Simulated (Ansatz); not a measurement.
Conformers of FH7N2SSi2 (`N[SiH2]S[SiH](N)F`), each relaxed with PBE0-D4/def2-TZVP in Ansatz. CBS adds the triple-zeta coupled-cluster correction to the MP2 limit.

Not all of them had a frequency check.

Conformer A:

```xyz
13

N    -0.827    0.992    1.527
Si   -1.209   -0.606    1.069
S     0.437   -1.865    0.425
Si    1.415   -0.467   -0.809
N     0.254    0.437   -1.676
F     2.245    0.629    0.010
H    -0.534    1.623    0.795
H    -0.284    1.145    2.363
H    -2.203   -0.553   -0.028
H    -1.746   -1.335    2.241
H     2.431   -1.204   -1.592
H     0.543    1.241   -2.213
H    -0.521   -0.037   -2.113
```

Conformer B:

```xyz
13

N     0.991   -0.984    1.973
Si    0.390   -1.841    0.623
S    -1.205   -0.887   -0.477
Si   -0.301    1.010   -0.705
N    -1.128    1.805   -1.950
F    -0.359    1.805    0.688
H     0.358   -0.659    2.687
H     1.737   -0.321    1.834
H     1.545   -2.063   -0.277
H    -0.237   -3.116    1.040
H     1.147    0.932   -1.001
H    -0.844    2.712   -2.283
H    -2.093    1.608   -2.151
```

Q: Which is lowest in electronic energy at CCSD(T)/CBS (frozen core, def2 sets), and by how much? (An estimate is asked.)

A: Computed: A; B lies 4.1 kJ/mol higher.

Q: Give the energies relative to A (kJ/mol) with r2SCAN-D4/def2-TZVPP, B2PLYP/def2-TZVPP, PBE0/def2-TZVPP, B3LYP/def2-TZVPP, SCS-MP2/def2-TZVPP, SCS-MP2/def2-QZVPP, CCSD/CBS(def2). (An estimate is asked.)

A: Ansatz gave: 
```
               level    B
r2SCAN-D4/def2-TZVPP  4.7
   B2PLYP/def2-TZVPP  2.5
     PBE0/def2-TZVPP  2.6
    B3LYP/def2-TZVPP  0.9
  SCS-MP2/def2-TZVPP  4.1
  SCS-MP2/def2-QZVPP  3.4
      CCSD/CBS(def2)  3.4
```

B3LYP here is the variant with VWN-RPA as its local correlation; programs differ in this.
